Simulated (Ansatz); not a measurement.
`BB[CH2][InH2]` + HI → `[InH2][I]` + `BBC` at 400 K and 1 bar (ligand exchange at the In–C bond).

Calculated with Ansatz (gas phase, PBE0-D4/def2-TZVP geometries, no zero-point term in ΔE). CCSD(T)/CBS is the MP2 limit (def2-TZVPP, def2-QZVPP) plus CCSD(T) − MP2 in def2-TZVPP, frozen cores. def2 core potentials past Kr. For I, In outer-core shells are correlated without core-valence functions, which leaves a few kJ/mol of doubt a bond. Each species was taken in one conformer, which may not be the lowest.

| species | CCSD(T)/CBS energy (Eh) | H − E (kJ/mol) | S (J/(mol·K)) |
| --- | --- | --- | --- |
| `BB[CH2][InH2]` | -281.60052 | 220.1 | 387.9 |
| HI | -298.03592 | 25.7 | 215.0 |
| `[InH2][I]` | -488.48444 | 51.6 | 312.8 |
| `BBC` | -91.20122 | 202.7 | 317.4 |

H − E and S are ideal-gas, rigid-rotor, harmonic terms from PBE0-D4/def2-TZVP, for one conformer and one mirror image of each species. 1 Eh = 2625.50 kJ/mol, R = 8.31446 J/(mol·K).

By hand: ΔE, ΔH, ΔS and ΔG.

ΔE = (-488.48444) + (-91.20122) − (-281.60052) − (-298.03592) = -0.04922 Eh = -129.2 kJ/mol. Δ(H − E) = 51.6 + 202.7 − 220.1 − 25.7 = 8.5, so ΔH = -120.7 kJ/mol. ΔS = 312.8 + 317.4 − 387.9 − 215.0 = 27.3 J/(mol·K). ΔG = -120.7 − 400 × (27.3)/1000 = -131.6 kJ/mol.

By hand: the equilibrium constant, and the temperature at which ΔG would vanish if ΔH and ΔS stayed fixed.

log₁₀ K = −ΔG/(RT ln 10) = 17.2. ΔH and −TΔS have one sign here, so there is no such temperature.

ΔH outweighs TΔS. A doubt of 5 kJ/mol in ΔE shifts log₁₀ K by 0.7 here. Other conformers and mirror images would add mixing entropy, several J/(mol·K) or more a flexible species. These are equilibria of isolated gas molecules and say nothing of rates. Largest T1 diagnostic: 0.014 (customary marks: 0.02 for closed shells, 0.045 for open ones).
